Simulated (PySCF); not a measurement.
Isomers of C8H16Si. Level of theory: TDDFT wB97X-D/def2-SVPD, vertical, gas phase, core orbitals frozen in the response in PySCF 2.14.0, density-fitted response routines. Geometries: PBE0-D3(BJ)/def2-SVP; one conformer of each isolated species. Triplets are in the Tamm–Dancoff approximation.

A. `C([C@@H]1C[C@H](C2CC2)[SiH2]1)C`
B. `C=C(C)[C@@]1(C)CCC[SiH2]1`
C. `C1CCC(C2C[SiH2]C2)C1`

Lowest singlet levels (six at most, fewer where fewer were computed) with oscillator strengths:

1. 6.78 eV (f 0.034); 7.19 eV (f 0.051); 7.31 eV (f 0.016); 7.61 eV (f 0.008); 7.67 eV (f 0.013); 7.89 eV (f 0.040); T1 6.38 eV
2. 7.21 eV (f 0.013); 7.75 eV (f 0.004); 7.82 eV (f 0.130); 8.06 eV (f 0.026); 8.07 eV (f 0.013); 8.24 eV (f 0.000); T1 6.90 eV
3. 6.70 eV (f 0.246); 6.94 eV (f 0.148); 7.22 eV (f 0.046); 7.62 eV (f 0.034); 7.76 eV (f 0.039); 7.85 eV (f 0.008); T1 4.38 eV

Problem. Which spectrum belongs to which structure?

Solution. 1 = A, 2 = C, 3 = B.
- A: S1 at 6.78 eV, HOMO→LUMO (66%), HOMO-1→LUMO (20%); Löwdin shares by element: HOMO carbon 54% or more, silicon 15% (atoms not listed hold the other 31%); LUMO silicon 32%, hydrogen 20% or more, carbon 8% or more (atoms not listed hold the other 40%); HOMO -8.97 and LUMO 2.02 eV.
- B: S1 at 6.70 eV, HOMO→LUMO (70%), HOMO→LUMO+1 (20%); Löwdin shares by element: HOMO carbon 69% or more, silicon 8% (atoms not listed hold the other 24%); LUMO carbon 27% or more, silicon 15% (atoms not listed hold the other 58%); HOMO -8.57 and LUMO 2.06 eV.
- C: S1 at 7.21 eV, HOMO→LUMO (89%); Löwdin shares by element: HOMO carbon 45% or more, silicon 16% (atoms not listed hold the other 39%); LUMO silicon 32%, hydrogen 23% or more, carbon 10% or more (atoms not listed hold the other 35%); HOMO -9.48 and LUMO 2.14 eV.
A and B have S1 within 0.08 eV of each other; their strongest listed levels stand at 7.19 eV (f 0.051) and 6.70 eV (f 0.246).

Without π bonds the low states are Rydberg-like; a valence basis with one diffuse set may place them up to an eV too high.
